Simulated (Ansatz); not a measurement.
F2GaHS (`[F][Ga]([F])[SH]`), relaxed with RKS PBE0-D4/def2-TZVP in the Gaussian-basis code of Ansatz from a PBE-D4/def2-SVP geometry. The force threshold is 0.005 eV/Å; the program also tests the step.

Charge 0, multiplicity 1.

Start:

```xyz
5

F     1.148   -1.514   -1.255
Ga    0.154   -0.302   -0.464
F    -1.035    0.496   -1.489
S     0.365    0.197    1.655
H    -0.632    1.123    1.553
```

```csv
step,energy (eV),largest force (eV/Å),largest move (Å)
1,-68653.8546,0.616,0.000
2,-68653.8726,0.257,0.018
3,-68653.8754,0.041,0.022
4 (rejected),-68653.8746,0.113,0.022
5,-68653.8760,0.014,0.011
6,-68653.8760,0.003,0.008
```

End:

```xyz
5

F     1.131   -1.496   -1.240
Ga    0.149   -0.295   -0.462
F    -1.019    0.483   -1.490
S     0.362    0.198    1.634
H    -0.623    1.111    1.558
```

It took 18 s on 2 threads of a server CPU on a shared host, with 0.39 GiB of host memory at the peak.
